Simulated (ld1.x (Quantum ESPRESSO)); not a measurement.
Before and after: TM potential for Ir

| Item | Value |
| --- | --- |
| Element | Ir (Z = 77) |
| Generator | ld1.x (Quantum ESPRESSO) 7.5 |
| Type | norm-conserving Troullier–Martins (Kleinman–Bylander form) |
| Functional | PBE |
| Relativity | scalar-relativistic |
| Frozen core | [Xe] 4f14 |
| Valence charge | 9 |
| Reference configuration | 5d7 6s0 6p0 (charge +2) |
| Partial waves | 6s (bound, empty): rc 1.80 bohr; 6p (bound, empty): rc 2.55 bohr; 5d (bound): rc 1.30 bohr |
| Local potential | all-electron potential smoothed inside 1.20 bohr (lloc = -1) |
| Core correction | a·sin(br)/r model core inside 1.00 bohr |

All-electron outer shells of the reference configuration (PBE, scalar-relativistic, ld1.x):

```json
{"shell": "5p", "level (eV)": "-72.42", "outermost node (bohr)": "0.54", "outermost maximum (bohr)": "1.01"}
{"shell": "5d", "level (eV)": "-24.41", "outermost node (bohr)": "0.59", "outermost maximum (bohr)": "1.29"}
{"shell": "6s", "level (eV)": "-21.48", "outermost node (bohr)": "1.16", "outermost maximum (bohr)": "2.27"}
{"shell": "6p", "level (eV)": "-14.06", "outermost node (bohr)": "1.37", "outermost maximum (bohr)": "2.84"}
```

Change: core correction none.

Cutoffs: the cutoffs (Ry, on a coarse ladder) from which the occupation-weighted sum of valence levels, in a spherical-Bessel basis at the reference potential, stays within 10 and 1 mRy of its value at 400 Ry; they do not see the model core or the augmentation charge, which bear on the density cutoff. Errors are all-electron minus pseudo energies relative to the spin-unpolarised reference configuration.

Question: How do hardness, ghosts and transferability respond?

Answer: The potential gets neither clearly harder nor softer (40 Ry and 70 Ry → 40 Ry and 70 Ry); both files keep a bound ghost (p, s); of the 7 tests that both files solve, the error grows in 5 and shrinks in 2 by more than 15 % and 0.3 meV (median size 2.9 → 72.7 meV).

```csv
quantity,base,changed
"cutoff, loose",40 Ry,40 Ry
"cutoff, tight",70 Ry,70 Ry
bound ghosts,"s, p","s, p"
"error for 5d7 6s2 6p0, meV [ΔE -27.35 eV]",+4.2,+126
"error for 5d7 6s1 6p0, meV [ΔE -17.47 eV]",+2.1,+46
"error for 5d6 6s0 6p0, meV [ΔE 30.54 eV]",-81,-24
"error for 5d7 6s0 6p1, meV [ΔE -11.00 eV]",+0.1,+24
"error for 5d8 6s1 6p0, meV [ΔE -27.68 eV]",+1.9,+93
"error for 5d7 6s1.5 6p0, meV [ΔE -23.31 eV]",+2.9,+84
"error for 5d6 6s2 6p1, meV [ΔE -20.19 eV]",-103,+73
s: phases at 2.75 bohr within 0.05 rad from the reference energy up to (Ry; the scan ends near 5),-0.7,-0.7
p: phases at 2.75 bohr within 0.05 rad from the reference energy up to (Ry; the scan ends near 5),0.5,0.5
d: phases at 2.75 bohr within 0.05 rad from the reference energy up to (Ry; the scan ends near 5),1.0,1.0
```

 A true bound ghost makes a file unfit for plane-wave use even where its test errors are small: the radial tests pick states by their node count and pass the ghost by.
